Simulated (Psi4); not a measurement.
Intermolecular potential of HCl ··· BF3 (SMILES Cl and FB(F)F). Monomers: optimised at B3LYP-D3(BJ) (def2-TZVP), held rigid. Orientation: lowest of the rigid-body minima from ten starts at GFN2-xTB (searched outside a hard wall at short contacts). Only R, the distance of the centres of mass, is varied, so the lowest point isn't the relaxed dimer. The shortest distances reach bonding range, where SAPT0 and rigid monomers are unreliable.

Methods: PBE/def2-TZVP, counterpoise-corrected (Psi4); PBE-D3(BJ)/def2-TZVP, counterpoise-corrected (Psi4); SAPT0/jun-cc-pVDZ, frozen core (Psi4).

Interaction energies in kcal/mol; the last columns give the difference from SAPT0:

```tsv
R / Å	PBE/def2-TZVP	PBE-D3(BJ)/def2-TZVP	SAPT0/jun-cc-pVDZ	PBE/def2-TZVP − SAPT0/jun-cc-pVDZ	PBE-D3(BJ)/def2-TZVP − SAPT0/jun-cc-pVDZ
2.18	21.31	20.08	20.79	0.52	-0.71
2.31	12.92	11.71	12.55	0.37	-0.85
2.57	3.81	2.69	3.63	0.18	-0.94
2.74	1.08	0.04	0.94	0.14	-0.90
2.95	-0.51	-1.44	-0.64	0.14	-0.79
3.16	-1.07	-1.88	-1.23	0.16	-0.65
3.45	-1.14	-1.79	-1.32	0.17	-0.47
3.75	-0.95	-1.44	-1.11	0.16	-0.33
4.22	-0.61	-0.91	-0.73	0.12	-0.17
4.95	-0.28	-0.41	-0.36	0.09	-0.04
5.95	-0.10	-0.15	-0.16	0.06	0.01
7.21	-0.04	-0.06	-0.07	0.03	0.01
```

PBE/def2-TZVP is furthest from SAPT0/jun-cc-pVDZ at 2.18 (0.52 kcal/mol, above); its mean absolute difference over the points is 0.18 kcal/mol.

PBE-D3(BJ)/def2-TZVP is furthest from SAPT0/jun-cc-pVDZ at 2.57 (-0.94 kcal/mol, below); its mean absolute difference over the points is 0.49 kcal/mol.
